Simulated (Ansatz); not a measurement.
# Redistribution: C2H3Br + C4H10 → C2H4 + C4H9Br

Gas-phase species: C2H3Br `C=CBr`, singlet; C4H10 (butane) `CCCC`, singlet; C2H4 (ethylene) `C=C`, singlet; C4H9Br (1-bromobutane) `CCCCBr`, singlet. The partners trade Br for H; both sit on C, so the bond types are kept.

Shapes, held fixed at every level: PBE0-D4/def2-TZVP. Flexible molecules stand in one conformer, not always the lowest. Programs: Ansatz 0.2.0. The zero-point and thermal change to 298 K, harmonic and unscaled (PBE0-D4/def2-TZVP), is +1.0 kJ/mol.

**The experiment to reproduce.** Tabulated heats of formation (Active Thermochemical Tables, CRC Handbook of Chemistry and Physics): C2H3Br +73.7 (ATcT); C4H10 -125.8 (ATcT); C2H4 +52.6 (ATcT); C4H9Br -107.1 (CRC) kJ/mol, which give ΔH(298 K) = -2.4 kJ/mol.

| level | kind | ΔH (kJ/mol) | computed − measured |
| --- | --- | --- | --- |
| HF/def2-SVP | Hartree–Fock | -3.5 | -1.1 |
| HF/def2-TZVPP | Hartree–Fock | -5.3 | -3.0 |
| BHLYP-D4/def2-TZVPP | global hybrid | -3.3 | -1.0 |
| r2SCAN0-D4/def2-TZVPP | global hybrid | +0.9 | +3.2 |
| MP2/def2-SVP | perturbation theory | +1.5 | +3.8 |
| CCSD(T)/def2-SVP | coupled cluster or CI | -0.2 | +2.2 |
| CCSD/def2-TZVPP | coupled cluster or CI | -2.9 | -0.5 |
| CCSD(T)/def2-TZVPP | coupled cluster or CI | -2.6 | -0.2 |

All levels lie within 4 kJ/mol, near the uncertainty of the heats themselves, so they can't be ranked here. The heats of C4H9Br (1-bromobutane) come from older tables and can be uncertain by 10 kJ/mol or more. Relativity is left out for Br. Outer-core shells of Br are correlated, in sets that cover them unevenly.
